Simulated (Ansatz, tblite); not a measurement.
Removing and adding an electron: `C=CCCCCCCCCC[Si](Cl)(Cl)Cl`. Total charge 0; singlet. Geometry: PBE-D4/def2-SVP. Ansatz, gas phase; energy differences of separate SCF runs; the oxidised species was run as a doublet alone; the reduced species was run as a doublet alone.

```tsv
atom	x (Å)	y (Å)	z (Å)
C1	3.014	-1.448	4.882
C2	1.806	-1.369	4.297
C3	0.800	-0.276	4.533
C4	0.539	0.621	3.306
C5	-0.079	-0.099	2.104
C6	-0.387	0.829	0.926
C7	-1.010	0.113	-0.276
C8	-1.308	1.039	-1.458
C9	-2.023	0.364	-2.637
C10	-1.288	-0.832	-3.263
C11	0.133	-0.543	-3.780
Si12	0.285	0.694	-5.179
Cl13	-1.189	0.358	-6.598
Cl14	0.130	2.664	-4.547
Cl15	2.135	0.480	-6.087
H16	3.348	-0.692	5.612
H17	3.712	-2.270	4.660
H18	1.519	-2.156	3.575
H19	1.140	0.355	5.382
H20	-0.167	-0.732	4.847
H21	-0.134	1.452	3.614
H22	1.495	1.099	2.999
H23	0.600	-0.909	1.757
H24	-1.016	-0.611	2.423
H25	-1.067	1.644	1.263
H26	0.550	1.339	0.605
H27	-0.329	-0.708	-0.594
H28	-1.950	-0.393	0.044
H29	-0.364	1.511	-1.809
H30	-1.936	1.886	-1.105
H31	-2.222	1.127	-3.422
H32	-3.023	0.012	-2.302
H33	-1.222	-1.659	-2.524
H34	-1.898	-1.228	-4.102
H35	0.807	-0.190	-2.969
H36	0.598	-1.471	-4.177
```

The xTB rows come from tblite. Single mean-field runs in def2-TZVP are fitted with def2-universal-jkfit. HOMO above LUMO, or a gap near zero within one spin, warns that the state may not be the lowest or that an electron is smeared out.

```tsv
level	−HOMO (eV)	vertical IE (eV)	−LUMO (eV)	vertical EA (eV)	HOMO–LUMO gap (eV)	IE − EA (eV)	remarks
GFN1-xTB	11.79	13.61	6.68	3.71	5.11	9.89	–
GFN2-xTB	10.79	12.84	5.66	3.64	5.13	9.20	–
PBE-D4/def2-TZVP	6.25	8.61	1.09	-0.63	5.16	9.24	HOMO above zero (-1 doublet), gap within one spin near zero (+1 doublet), gap within one spin near zero (-1 doublet)
PBE0-D4/def2-TZVP	7.36	9.19	0.08	-1.12	7.28	10.31	HOMO above zero (-1 doublet)
ωB97X-V/def2-TZVP	9.71	9.52	-2.17	-1.89	11.88	11.42	HOMO above zero (-1 doublet)
```

   A HOMO above zero means that the electron is unbound at that level or that self-interaction error raises the level; the energy of removing that electron tells which. Raw xTB energy differences between charge states are shifted by several eV; the methods need an empirical correction for them. Sets without diffuse functions give affinities that are too small. A negative affinity means that the extra electron isn't bound; its size then hangs on the basis.
